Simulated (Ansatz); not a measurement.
One change: `C=C[SiH](F)O[SiH3]` becomes `F[SiH]([SeH])O[SiH3]`.

Ansatz, PBE0-D4/def2-TZVP geometries, multiplicity 1. Each molecule was computed in one conformer, which needn't be the lowest.

Scalar relativity is left out up to krypton. Spin–orbit coupling is left out; it splits and shifts lone-pair levels of the heavy atoms by tenths of an eV.

```tsv
property	`C=C[SiH](F)O[SiH3]`
HOMO–LUMO gap (ωB97M-V/def2-TZVPP) / eV	11.89
HOMO–LUMO gap (B3LYP/def2-TZVPP) / eV	7.07
LUMO energy (PBE0/def2-TZVPP) / eV	-0.81
HOMO energy (PBE/def2-TZVPP) / eV	-7.22
LUMO energy (B3LYP/def2-TZVPP) / eV	-1.03
HOMO energy (B3LYP/def2-TZVPP) / eV	-8.10
```

Problem. What does the change do to each property? (An estimate is asked.)

Solution. Computed: 
| property | `F[SiH]([SeH])O[SiH3]` | shift |
| --- | --- | --- |
| HOMO–LUMO gap (ωB97M-V/def2-TZVPP) / eV | 11.27 | -0.62 |
| HOMO–LUMO gap (B3LYP/def2-TZVPP) / eV | 6.78 | -0.29 |
| LUMO energy (PBE0/def2-TZVPP) / eV | -0.21 | 0.60 |
| HOMO energy (PBE/def2-TZVPP) / eV | -6.32 | 0.90 |
| LUMO energy (B3LYP/def2-TZVPP) / eV | -0.47 | 0.56 |
| HOMO energy (B3LYP/def2-TZVPP) / eV | -7.25 | 0.85 |

With PBE0 the HOMO rises by 0.85 eV and the LUMO rises by 0.60 eV, so the gap narrows by about 0.25 eV. PBE moves the HOMO by 0.90 eV and ωB97M-V by 0.93 eV. The zero-point energy changes by -90.0 kJ/mol with -9 modes.

B3LYP here is the variant with VWN-RPA as its local correlation; programs differ in this.
